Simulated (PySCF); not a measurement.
# Exact simulation of a proton spin system

Molecule: SMILES FB(F)CCC(F)(F)F, C$_{3}$H$_{4}$BF$_{5}$.

Cartesian coordinates in Å; atom numbers follow the order of the lines, from 1:
```xyz
13

F     2.9564    0.8678    1.1948
B     1.9622    0.8435    0.3283
F     2.1259    1.5439   -0.7791
C     0.6687    0.0184    0.6122
C    -0.4321    0.1383   -0.4286
C    -1.6273   -0.7180   -0.1038
F    -1.3008   -2.0158   -0.0480
F    -2.1573   -0.3943    1.0828
F    -2.5877   -0.5856   -1.0215
H     0.9742   -1.0369    0.7296
H     0.2943    0.3102    1.6088
H    -0.0804   -0.1621   -1.4269
H    -0.7916    1.1745   -0.5181
```

PySCF calculation with coordinates at the PBE0-D3(BJ)/def2-SVP level, J couplings at B3LYP/pcJ-1 (spin–dipole term only in couplings to heteroatoms) and GIAO KT2/pcSseg-1 shieldings; gas phase, equivalent nuclei averaged, single conformer, no relativistic terms.

Referencing at the same level of theory: 1H (31.18 ppm) vs TMS.

The 9-spin Hamiltonian (Zeeman plus full scalar coupling among like nuclei) was diagonalised exactly; lines are Lorentzian, 0.4 Hz wide, and the maxima above 3 % are listed with the tallest set to 100.

Peak list at 700 MHz for the spins F1/F3/F7/F8/F9/H10/H11/H12/H13:
```
    Hz    ppm  height
1283.5  1.834       7
1282.8  1.833      13
1282.1  1.832       7
1275.2  1.822      16
1274.5  1.821      29
1273.9  1.820      35
1273.2  1.819      40
1272.5  1.818      22
1266.9  1.810      10
1265.6  1.808      52
1264.9  1.807      82
1264.2  1.806      65
1263.7  1.805      44
1263.0  1.804      23
1257.2  1.796      25
1256.6  1.795      48
1256.0  1.794      66
1255.3  1.793      82
1254.6  1.792      51
1253.4  1.791      10
1247.7  1.782      24
1247.0  1.781      42
1246.4  1.781      37
1245.7  1.780      30
1245.1  1.779      16
1238.1  1.769       8
1237.4  1.768      13
1236.8  1.767       8
 866.0  1.237      26
 865.8  1.237      27
 862.3  1.232      53
 862.1  1.232      53
 857.8  1.225      59
 857.5  1.225      54
 854.1  1.220     100
 853.8  1.220     100
 850.3  1.215      54
 850.1  1.214      58
 845.7  1.208      48
 845.5  1.208      49
 842.1  1.203      24
 841.8  1.203      24
```

**Question.** Extract the chemical shifts and coupling constants behind this pattern (give the signs of the calculation).

**Answer.** 
Shifts (ppm): F1/F3 -89.8, F7/F8/F9 -110.8, H10/H11 1.22, H12/H13 1.80.
Couplings (Hz): F1–F3: -215.3; F1–F7, F1–F8, F1–F9, F3–F7, F3–F8, F3–F9: 1.0; F1–H10, F1–H11, F3–H10, F3–H11: 3.7; F1–H12, F1–H13, F3–H12, F3–H13: -0.7; F7–F8, F7–F9, F8–F9: 62.8; F7–H10, F7–H11, F8–H10, F8–H11, F9–H10, F9–H11: -0.4; F7–H12, F7–H13, F8–H12, F8–H13, F9–H12, F9–H13: 9.6; H10–H11: -21.3; H10–H12, H10–H13, H11–H12, H11–H13: 8.3; H12–H13: -16.4.
These are the parameters used. A line list fixes at most the relative signs, and those only where coupling is strong; other parameter sets or atom labellings may fit too, and couplings well below the line width leave little trace.

Unscaled 3J(H,H) at this level run about 10 % above measured values. Vicinal H,H couplings across rotating CH2–CH2 and CH–CH2 bonds are estimated from the computed gauche and anti values for equal rotamer populations, (2 J gauche + J anti)/3. Vicinal couplings across rotatable single bonds and in flexible rings belong to the one computed conformer; a conformer average would change them.
